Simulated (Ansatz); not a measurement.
A search over several starts for the lowest SCF solution of P₂IrH₁₁⁻, that is Ir(PH3)2H5 with one electron more at the given spin, in a small basis.

```yaml
crystal:
  periodic: [false, false, false]
  atoms:
    - {symbol: Ir, position_ang: [0.001272, 0.000041, -0.000001]}
    - {symbol: P, position_ang: [-0.004217, -0.012774, 2.295420]}
    - {symbol: H, position_ang: [0.820191, -0.950915, 2.991227]}
    - {symbol: H, position_ang: [-1.228582, -0.265204, 2.989007]}
    - {symbol: H, position_ang: [0.389294, 1.165473, 3.003375]}
    - {symbol: P, position_ang: [0.003107, 0.012759, -2.295441]}
    - {symbol: H, position_ang: [-0.875246, 0.901161, -2.990717]}
    - {symbol: H, position_ang: [-0.323733, -1.187355, -3.000170]}
    - {symbol: H, position_ang: [1.208860, 0.335206, -2.992833]}
    - {symbol: H, position_ang: [1.653464, -0.004583, 0.019071]}
    - {symbol: H, position_ang: [0.518315, 1.569169, -0.011767]}
    - {symbol: H, position_ang: [-1.331555, 0.976143, 0.021719]}
    - {symbol: H, position_ang: [-1.338910, -0.966720, -0.015598]}
    - {symbol: H, position_ang: [0.507719, -1.572400, -0.013281]}
basis:
  gaussian: {orbitals: def2-SVP}
total_charge: -1
magnetization: {spin_polarized: true, initial_magnetization: 1}
hamiltonian: {xc: pbe0, dispersion: d4}
output: {orbitals: {seedname: orbitals}}
```

```sh
$ ansatz run in.yaml --threads 2 --pin off --events-out ev --progress --plain --max-ram 4352MiB
```

Shortened log:

```
Functional definition: PBE0
1216 factors; integrals over basis functions are off by at most 1.3e-3 eV
mean field evaluation 1: about -21581.1827 eV, gradient 1.2e1 eV
mean field evaluation 2: about -21580.0290 eV, gradient 2.1e1 eV
mean field evaluation 4: about -21581.8851 eV, gradient 6.9e-1 eV
mean field evaluation 8: about -21582.1779 eV, gradient 5.5e-2 eV
mean field evaluation 16: about -21582.1780 eV, gradient 2.0e-4 eV
mean field -21582.17795411 eV, -793.1304108878 hartree, gradient 7.4e-5 eV, S^2 0.752683; 2 other end points of the search recorded, 0 dependent functions left out
reference -21582.17800191 eV, -793.1304126446 hartree; 30, 29 occupied and 93, 94 virtual orbitals, 1216 factors
Total energy: -21582.57536846 eV, -793.1450155959 hartree
```

Run time 8 s (2 threads of Arm Neoverse V1 on a shared host).

In the def2 sets Ir takes a core potential; there is no spin–orbit coupling. The highest occupied level of the charge -1 doublet lies above zero (up to 2.59 eV). By energy differences it is unbound by 0.45 eV (vertical, against the charge 0 singlet, at PBE0-D4/def2-TZVPD) and held by the finite basis.
